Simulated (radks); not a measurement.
The numbers below are computed, except where a source is named.
Valence configurations of Cu+ (all share [Ar]). Code: a radial shooting solver on a logarithmic mesh with Libxc functionals. Model: scalar-relativistic Kohn-Sham, PBE, spin-polarised, spherical densities, finite nucleus; open shells are filled with parallel spins first; Fermi nuclear charge, rms radius 3.8823 fm. Order these by energy: 3d9 4p1; 3d9.5 4p0.5; 3d7 4s2 4p1; 3d9 4s1; 3d8 4p2; 3d8 4s1 4p1; 3d9.5 4s0.5; 3d8 4s2; 3d10; 3d8.5 4s0.5 4p1.

Answer. From the lowest, in eV above it: 3d10 0.000; 3d9.5 4s0.5 1.113; 3d9 4s1 2.773; 3d9.5 4p0.5 3.953; 3d9 4p1 8.861; 3d8 4s2 9.734; 3d8.5 4s0.5 4p1 11.569; 3d8 4s1 4p1 15.059; 3d8 4p2 22.010; 3d7 4s2 4p1 27.378. NIST lists [Ar] 3d10 as the ground configuration; this level of theory agrees among the configurations tried. The energies are those of spherical high-spin densities, not of single terms.
